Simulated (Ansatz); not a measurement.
Consider the redistribution: `[F][SnH]([Cl])[O][SiH3]` + `N[SiH2][SeH]` → `[NH2][SnH]([F])[O][SiH3]` + `Cl[SiH2][SeH]`.

Isolated molecules relaxed with PBE0-D4/def2-TZVP in Ansatz; ΔE leaves out vibrations. CCSD(T)/CBS is the MP2 limit (def2-TZVPP, def2-QZVPP) plus CCSD(T) − MP2 in def2-TZVPP, frozen cores. Functionals use def2-TZVPP. Elements past krypton have def2 core potentials. For Se, Sn outer-core shells are correlated without core-valence functions, which leaves a few kJ/mol of doubt a bond. Scalar relativity is left out up to krypton. One conformer a species, not always the lowest.

| species | ωB97X-V energy (Eh) |
| --- | --- |
| `[F][SnH]([Cl])[O][SiH3]` | -1141.50921 |
| `N[SiH2][SeH]` | -2748.61056 |
| `[NH2][SnH]([F])[O][SiH3]` | -737.29147 |
| `Cl[SiH2][SeH]` | -3152.81118 |

Q: Work out ΔE.

A: ΔE = (-737.29147) + (-3152.81118) − (-1141.50921) − (-2748.61056) = 0.01712 Eh = +10.7 kcal/mol. CCSD(T)/CBS gives +10.4 kcal/mol.

Largest T1 diagnostic among the species: 0.014.

In def2-TZVPP, CCSD(T) changes the Hartree–Fock value by −3.2 kcal/mol (the triples alone add −0.3 kcal/mol) and MP2 by −3.6 kcal/mol.
